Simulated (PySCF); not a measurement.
# Atomic charges against the basis set

C3H4Cl2OSi.
Numbering: `[CH3:1][C:2](=[C:3]=[O:4])[SiH:5]([Cl:6])[Cl:7]` (hydrogens: H8, H9, H10 on C1; H11 on Si5)

PBE0 throughout (PySCF), one geometry, spherical d and f functions. Isolated species at its PBE0-D3(BJ)/def2-SVP geometry (one conformer only). Atoms taken as equivalent share a column and are averaged. The first 7 of 8 kinds of atom are listed.

Mulliken charges (e):

```
        basis  functions      C1      C2      C3      O4     Si5  Cl6/Cl7  H8/H9/H10
       STO-3G         51  -0.228  -0.249  +0.197  -0.120  +0.821   -0.318     +0.095
        6-31G         83  -0.483  -0.366  +0.352  -0.298  +0.719   -0.243     +0.205
     pcSseg-0         83  -0.594  -0.511  +0.360  -0.440  +1.056   -0.337     +0.263
       6-31G*        118  -0.551  -0.277  +0.403  -0.312  +0.600   -0.233     +0.211
      cc-pVDZ        130  -0.018  -0.411  +0.187  -0.086  +0.537   -0.205     +0.071
     def2-SVP        130  +0.028  -0.540  +0.201  -0.072  +0.707   -0.238     +0.066
  aug-cc-pVDZ        209  +0.302  +0.294  +0.001  -0.333  +0.681   -0.429     -0.113
6-311+G(2d,p)        237  -0.729  +0.338  +0.053  -0.300  +0.608   -0.237     +0.174
    def2-TZVP        259  -0.406  -0.135  +0.181  -0.144  +0.504   -0.225     +0.148
      cc-pVTZ        278  -0.261  -0.272  +0.249  -0.141  +0.487   -0.207     +0.118
     IGLO-III        312  -0.469  -0.024  +0.189  -0.351  +1.148   -0.376     +0.134
     pcSseg-2        329  -0.011  -0.390  +0.346  -0.235  +0.669   -0.255     +0.056
```

IAO charges (e):

```
        basis  functions      C1      C2      C3      O4     Si5  Cl6/Cl7  H8/H9/H10
       STO-3G         51  -0.378  -0.428  +0.266  -0.102  +0.820   -0.269     +0.144
        6-31G         83  -0.414  -0.449  +0.409  -0.247  +0.802   -0.270     +0.167
     pcSseg-0         83  -0.399  -0.478  +0.413  -0.240  +0.814   -0.268     +0.164
       6-31G*        118  -0.392  -0.503  +0.452  -0.272  +0.949   -0.302     +0.158
      cc-pVDZ        130  -0.392  -0.500  +0.447  -0.267  +0.951   -0.301     +0.157
     def2-SVP        130  -0.382  -0.504  +0.443  -0.267  +0.961   -0.297     +0.153
  aug-cc-pVDZ        209  -0.402  -0.499  +0.454  -0.281  +0.960   -0.305     +0.161
6-311+G(2d,p)        237  -0.404  -0.510  +0.458  -0.284  +0.982   -0.307     +0.161
    def2-TZVP        259  -0.404  -0.515  +0.460  -0.285  +0.998   -0.310     +0.161
      cc-pVTZ        278  -0.405  -0.511  +0.459  -0.282  +0.988   -0.309     +0.161
     IGLO-III        312  -0.406  -0.511  +0.458  -0.286  +0.985   -0.306     +0.161
     pcSseg-2        329  -0.404  -0.515  +0.460  -0.284  +0.991   -0.308     +0.161
```

Hirshfeld charges (e):

```
        basis  functions      C1      C2      C3      O4     Si5  Cl6/Cl7  H8/H9/H10
       STO-3G         51  -0.022  -0.165  +0.131  -0.051  +0.603   -0.259     +0.024
        6-31G         83  -0.080  -0.158  +0.197  -0.130  +0.351   -0.142     +0.050
     pcSseg-0         83  -0.091  -0.159  +0.191  -0.122  +0.374   -0.136     +0.044
       6-31G*        118  -0.079  -0.156  +0.206  -0.135  +0.335   -0.132     +0.048
      cc-pVDZ        130  -0.094  -0.161  +0.197  -0.126  +0.343   -0.120     +0.047
     def2-SVP        130  -0.100  -0.162  +0.203  -0.136  +0.339   -0.109     +0.047
  aug-cc-pVDZ        209  -0.110  -0.170  +0.199  -0.143  +0.354   -0.112     +0.051
6-311+G(2d,p)        237  -0.102  -0.171  +0.198  -0.144  +0.346   -0.111     +0.051
    def2-TZVP        259  -0.105  -0.166  +0.202  -0.144  +0.341   -0.110     +0.050
      cc-pVTZ        278  -0.105  -0.163  +0.203  -0.141  +0.343   -0.114     +0.050
     IGLO-III        312  -0.113  -0.168  +0.198  -0.147  +0.340   -0.100     +0.049
     pcSseg-2        329  -0.112  -0.168  +0.205  -0.145  +0.353   -0.113     +0.051
```

Some averages cover members that differ in this geometry, most widely: H8/H9/H10, Mulliken in aug-cc-pVDZ -0.207 to -0.064; H8/H9/H10, Mulliken in pcSseg-2 +0.037 to +0.066 e.

**Question.** Which scheme is steadiest as the basis changes?

**Answer.** Largest range over the bases for any column: IAO 0.20 e, Hirshfeld 0.27 e, Mulliken 1.03 e. IAO charges move least and Mulliken charges most, counted in e. Without the minimal STO-3G basis the ranges are IAO 0.20, Hirshfeld 0.04, Mulliken 1.03 e.

**Question.** How much do the charges still move between the two largest bases, IGLO-III and pcSseg-2?

**Answer.** At most, over all atoms: Mulliken 0.479 e, IAO 0.005 e, Hirshfeld 0.013 e.

**Question.** What do the same runs give for the total energy, the frontier levels and the dipole moment?

**Answer.** 
```
        basis  energy (Eh)  HOMO (eV)  LUMO (eV)  μ (D)
       STO-3G   -1385.5066      -4.97       1.05   2.74
        6-31G   -1401.0762      -7.43      -1.82   1.94
     pcSseg-0   -1399.4261      -7.69      -1.95   1.76
       6-31G*   -1401.2267      -7.24      -1.45   1.61
      cc-pVDZ   -1401.3075      -7.19      -1.40   1.44
     def2-SVP   -1400.7692      -7.26      -1.43   1.25
  aug-cc-pVDZ   -1401.3251      -7.32      -1.62   1.35
6-311+G(2d,p)   -1401.3823      -7.35      -1.63   1.37
    def2-TZVP   -1401.4059      -7.31      -1.52   1.33
      cc-pVTZ   -1401.4134      -7.30      -1.50   1.35
     IGLO-III   -1401.3935      -7.28      -1.54   1.24
     pcSseg-2   -1401.4273      -7.38      -1.61   1.36
```

The dipole is fixed by the density alone, so its range of 1.50 D shows that the density itself changes with the basis, not only its division among atoms.
